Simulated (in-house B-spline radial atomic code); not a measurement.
Tc²⁺. Computed with a B-spline radial atomic code. Model: non-relativistic spherical atom: semilocal Troullier-Martins pseudo-atom, one channel per l, against all electrons, high spin, G0W0 and RPA with empty states to l = 8, local potential for every l without a channel, a model core (radius 0 = none) keeps its share of the functional.

Without relativity these are model numbers for so heavy an element.

What the tables leave out is listed at the end.

The pseudopotential gives back the lowest level of each angular momentum of its own functional in the configuration it was made in; a second state of the same l is only approximately right. Exact exchange, RPA and GW see the smooth pseudo-orbitals and miss the exchange with the core, for which the functional's share stands in. The column with an uncorrelated core keeps all orbitals and exact exchange, and so separates missing core correlation from pseudisation. Only the three outermost levels and the lowest empty one were computed. RPA here is direct RPA, with no exchange kernel, and its energies carry an (l + 1/2)⁻⁴ tail. A hybrid on a potential with a model core restores only its own semilocal share of the core's exchange.

Command:
```bash
python run_psgw.py task.json out
```
Settings (lengths in bohr, energies in hartree):
```
Z                      43
electrons              41
configuration          [Kr] 4d5
generated_in           [Kr] 4d5 5s2
functional             lda,vwn
core_shells            7
radius_factor          1.15
core_correction        False
```

Time taken, with all properties: 16 s on 1 thread of Intel(R) Xeon(R) 6975P-C (Granite Rapids), with other jobs on the host.

Given: made with LDA VWN5; model core radius 0 bohr; local radius 1.487 bohr; mean-field start PBE0.

Valence shells of the generating configuration: 4p, 4d, 5s.

Channel: s 3.201, p 1.185, d 1.436 (radii in bohr).

Computed: largest level miss in the spin-unpolarised generating configuration 0 eV; valence RPA correlation energy all-electron orbitals -0.53921 hartree; valence RPA correlation energy pseudo -0.69868 hartree; all-electron RPA polarisability, core included 6.594 bohr³.

| level | occupied | mean-field all-electron (eV) | mean-field pseudo minus all (eV) | G0W0 all-electron (eV) | G0W0 uncorrelated core minus all (eV) | G0W0 pseudo minus all (eV) | exchange self-energy all-electron (eV) | exchange self-energy pseudo (eV) |
| --- | --- | --- | --- | --- | --- | --- | --- | --- |
| 4d up | 1 | -25.9 | -0.019 | -30.425 | 0.109 | 0.514 | -30.464 | -25.788 |
| 4p down | 1 | -60.589 | 1.211 | -65.511 | -0.337 | 2.328 | -36.952 | -25.147 |
| 4d down (empty) | 0 | -18.423 | 0.261 | -15.144 | 0.234 | 0.393 | -10.352 | -5.9121 |

Task: What is the pseudo-atom RPA polarisability?

Result: 6.641 bohr³.

Given: mean-field start Hartree-Fock.

Computed: valence RPA correlation energy pseudo -0.61814 hartree; all-electron RPA polarisability, core included 4.9897 bohr³; pseudo-atom RPA polarisability 5.1892 bohr³.

```csv
level,occupied,mean-field all-electron (eV),mean-field pseudo minus all (eV),G0W0 all-electron (eV),G0W0 uncorrelated core minus all (eV),G0W0 pseudo minus all (eV),exchange self-energy all-electron (eV),exchange self-energy pseudo (eV)
4d up,1,-30.458,0.234,-30.783,0.115,0.317,-30.548,-25.891
4p down,1,-66.234,3.485,-66.172,-0.254,2.335,-36.632,-25
5s up (empty),0,-13.558,-2.256,-14.563,0.023,-1.68,-3.1253,-6.2811
```

Task: What is the valence RPA correlation energy all-electron orbitals?

Result: -0.46426 hartree.

Among the listed levels the largest G0W0 shift of the pseudo-atom is +2.33 eV, for 4p down on the Hartree-Fock start, while leaving the core uncorrelated moves that level by -0.25 eV. So pseudisation and the lost core exchange, not the missing core correlation, make the error. Not in the tables (levels of low weight, unsolved or above zero; the highest and the empty levels are kept at any weight): on LDA, a start not tabulated, the G0W0 levels 4d up (pseudo minus all +0.47 eV, weights 0.55 and 0.36), 4p down (pseudo minus all +2.60 eV, weights 0.57 and 0.83), 4p up (pseudo minus all +2.24 eV, weights 0.13 and 0.10), 4d down (pseudo minus all +0.15 eV, weights 0.65 and 0.73); on PBE0 the G0W0 levels 4p up (pseudo minus all +3.91 eV, weights 0.06 and 0.06); on Hartree-Fock the G0W0 levels 4p up (pseudo minus all +7.30 eV, weights 0.56 and 0.04).
